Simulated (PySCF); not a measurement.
**Energy of Hg (mercury, neutral) between two integer charges**

The 6s beta orbital of [Xe] 4f14 5d10 6s2 is emptied in steps (occupation f), with all orbitals relaxed, ending at [Xe] 4f14 5d10 6s1. All numbers are calculated (PySCF 2.14, scalar relativity through the core potential, in aug-cc-pVTZ-PP with ECP60MDF (6s6p5d3f2g, 88 functions)). The exact energy is a straight line in f; departures are measured from the line between the end points of the same method.

**Question.** Among BHandHLYP, wB97X, BLYP, which shows the largest delocalisation error (convex curve), and which is closest to linear?

**Answer.** Most convex: BLYP (-0.948 eV at f = 0.5); closest to linear: wB97X (-0.128 eV).

```csv
f,BHandHLYP (eV),wB97X (eV),BLYP (eV)
1,0.000,0.000,0.000
0.9,-0.154,-0.045,-0.337
0.7,-0.361,-0.107,-0.792
0.5,-0.433,-0.128,-0.948
0.3,-0.366,-0.107,-0.802
0.1,-0.158,-0.043,-0.346
0,0.000,0.000,0.000
```

```json
{"method": "BHandHLYP", "E(f=0) − E(f=1) (eV)": "9.927", "−ε at f=1 (eV)": "8.226", "−ε at f=0.5 (eV)": "9.911"}
{"method": "wB97X", "E(f=0) − E(f=1) (eV)": "10.091", "−ε at f=1 (eV)": "9.592", "−ε at f=0.5 (eV)": "10.090"}
{"method": "BLYP", "E(f=0) − E(f=1) (eV)": "10.477", "−ε at f=1 (eV)": "6.744", "−ε at f=0.5 (eV)": "10.448"}
```

Reference removal energy between the ground levels: 10.438 eV (measured; NIST Atomic Spectra Database, ionization energies).
